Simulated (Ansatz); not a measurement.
Si(vinyl)3(NEt2) (C10H19NSi). Total charge 0; singlet. Geometry r2SCAN-D4/def2-SVP, basis def2-TZVP, Ansatz.

```xyz
31

Si    0.362   -0.705   -0.530
C     1.885   -1.537    0.175
C     2.026   -2.867    0.297
H     2.744   -0.908    0.459
H     1.221   -3.560    0.022
H     2.948   -3.327    0.676
C    -0.979   -1.984   -0.828
C    -1.678   -2.100   -1.969
H    -1.252   -2.650    0.006
H    -1.473   -1.459   -2.836
H    -2.490   -2.828   -2.092
C     0.805    0.086   -2.177
C     0.927    1.413   -2.341
H     1.016   -0.560   -3.043
H     0.733    2.106   -1.511
H     1.220    1.866   -3.297
N    -0.184    0.504    0.601
C    -1.432    1.215    0.345
C    -2.610    0.713    1.178
C     0.534    0.892    1.806
C     1.437    2.111    1.618
H    -1.681    1.119   -0.727
H    -1.289    2.301    0.517
H    -2.818   -0.345    0.951
H    -2.406    0.794    2.258
H    -3.521    1.297    0.966
H    -0.192    1.091    2.618
H     1.139    0.038    2.158
H     2.222    1.903    0.873
H     0.863    2.982    1.262
H     1.926    2.396    2.564
```

| run | HOMO (eV) | LUMO (eV) |
| --- | --- | --- |
| A | -6.05 | -0.68 |
| B | -4.79 | -1.66 |
| C | -8.72 | 1.61 |
| D | -4.73 | -1.56 |
| E | -5.01 | -1.47 |

LC-ωPBE has ω = 0.4 bohr⁻¹. Single mean-field runs in def2-TZVP are fitted with def2-universal-jkfit.

Question: The runs used LC-ωPBE, PBE, PBE0, r2SCAN, revPBE. Estimate which is which.

Answer: A PBE0 (25 % exact exchange); B PBE (0 % exact exchange); C LC-ωPBE (range-separated); D revPBE (0 % exact exchange); E r2SCAN (0 % exact exchange). Exact exchange lowers occupied and raises empty levels; among semilocal functionals meta-GGAs tend to open the gap a little, and such runs are hard to tell apart. The gap grows from 3.13 eV (PBE) to 10.33 eV (LC-ωPBE).
